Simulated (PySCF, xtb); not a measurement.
C3H4BF3, SMILES C/C(B(F)F)=C/F. The values are those of a single conformer.

Harmonic wavenumbers (cm⁻¹) from GFN2-xTB in xtb at its own minimum, in rising order: 39, 111, 129, 243, 271, 280, 344, 436, 574, 589, 680, 825, 1006, 1032, 1129, 1143, 1243, 1285, 1338, 1400, 1463, 1477, 1668, 3023, 3038, 3047, 3051.

**Question.** What does ωB97X-D3(BJ)/def2-SVP in PySCF give at its own minimum? (The exact figures need the calculation; the answer reports its results.)

**Answer.** 49, 155, 163, 255, 286, 316, 370, 478, 612, 712, 713, 939, 1018, 1062, 1168, 1208, 1328, 1409, 1419, 1464, 1465, 1482, 1768, 3067, 3155, 3164, 3200. Paired by order, the mean absolute difference is 58 cm⁻¹ and the zero-point energies are 44.1 and 46.4 kcal/mol.
